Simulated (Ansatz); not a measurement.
`C[Si](N)(N)Cl`, relaxed with RKS PBE-D4/def2-SVP in Ansatz 0.2.0 from a rough embedded geometry. The force threshold is 0.03 eV/Å; the program also tests the step.

Total charge 0; spin multiplicity 1.

Start:

```xyz
12

C    -1.268    0.254   -1.010
Si   -0.079    0.159    0.326
N     0.069   -1.355    0.963
N     1.508    0.222   -0.168
Cl   -0.361    1.508    1.830
H    -2.346    0.129   -0.637
H    -1.133   -0.444   -1.804
H    -1.314    1.267   -1.437
H     0.581   -1.360    1.791
H     0.646   -1.926    0.294
H     2.100    0.421    0.591
H     1.598    1.127   -0.739
```

(1) How much energy does the relaxation release, and in how many steps? (An estimate is asked.)

(2) Which bonds change most? (An estimate is asked.)

(3) Give the relaxed structure. (An estimate is asked.)

Results:

(1) Ansatz gave: 134.14 kJ/mol, in 14 steps, 3 of them rejected.

(2) Computed: C1–Si2 from 1.791 to 1.878 Å; Si2–N3 from 1.650 to 1.732 Å; Si2–Cl5 from 2.040 to 2.116 Å; Si2–N4 from 1.663 to 1.729 Å.

(3) Computed: 
```xyz
12

C    -1.252    0.295   -0.962
Si    0.083    0.139    0.349
N     0.330   -1.386    1.131
N     1.591    0.554   -0.388
Cl   -0.542    1.390    1.937
H    -2.243    0.042   -0.535
H    -1.053   -0.387   -1.814
H    -1.311    1.332   -1.352
H    -0.275   -1.650    1.911
H     0.612   -2.197    0.576
H     2.434    0.532    0.193
H     1.626    1.336   -1.046
```
